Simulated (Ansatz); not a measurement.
Cl3GeH3Si, SMILES `[SiH3][Ge]([Cl])([Cl])[Cl]`, 8 atoms. Charge 0, multiplicity 1. Correlated methods include outer-core shells of Ge, which these sets cover unevenly. Scalar relativity is left out up to krypton. All runs use 4 threads of a server CPU on a shared host. Correlated methods freeze the cores.

(1) Give the basis size and wall time and peak host memory of each of these runs in Ansatz. RKS r2SCAN-D4/def2-TZVPP energy and forces; RHF-CCSD(T)/def2-SVP energy; RKS PBE0-D4/def2-TZVP frequencies; RHF-MP2/def2-QZVPP energy; RKS PBE0-D4/def2-TZVP relaxation (5 steps); RKS PBE0-D4/def2-SVP energy; RKS ωB97M-V/def2-QZVPP energy; direct RPA on PBE orbitals/def2-TZVPP energy; RKS B97M-V/def2-TZVPP energy; RKS PBE0-D4/def2-QZVPP energy; RHF-CCSD(T)/def2-TZVPP energy; RKS PBE-D4/def2-TZVPP energy and forces. (An estimate is asked.)

Results:

(1) Computed: Other jobs shared the machine, so times are rough.

| level | job | functions | wall time | peak host memory (GiB) |
| --- | --- | --- | --- | --- |
| RKS PBE0-D4/def2-SVP | energy | 119 | 1.8 s | 0.31 |
| RKS PBE-D4/def2-TZVPP | energy and forces | 258 | 2.9 s | 0.46 |
| direct RPA on PBE orbitals/def2-TZVPP | energy | 258 | 6 s | 0.62 |
| RKS r2SCAN-D4/def2-TZVPP | energy and forces | 258 | 6.5 s | 0.49 |
| RHF-CCSD(T)/def2-SVP | energy | 119 | 7.5 s | 0.54 |
| RKS B97M-V/def2-TZVPP | energy | 258 | 11 s | 0.55 |
| RKS PBE0-D4/def2-QZVPP | energy | 459 | 15 s | 2.6 |
| RHF-MP2/def2-QZVPP | energy | 459 | 26 s | 2.7 |
| RKS ωB97M-V/def2-QZVPP | energy | 459 | 29 s | 3 |
| RKS PBE0-D4/def2-TZVP | relaxation (5 steps) | 214 | 30 s | 0.84 |
| RKS PBE0-D4/def2-TZVP | frequencies | 214 | 3 min | 0.84 |
| RHF-CCSD(T)/def2-TZVPP | energy | 258 | 4.2 min | 5.3 |
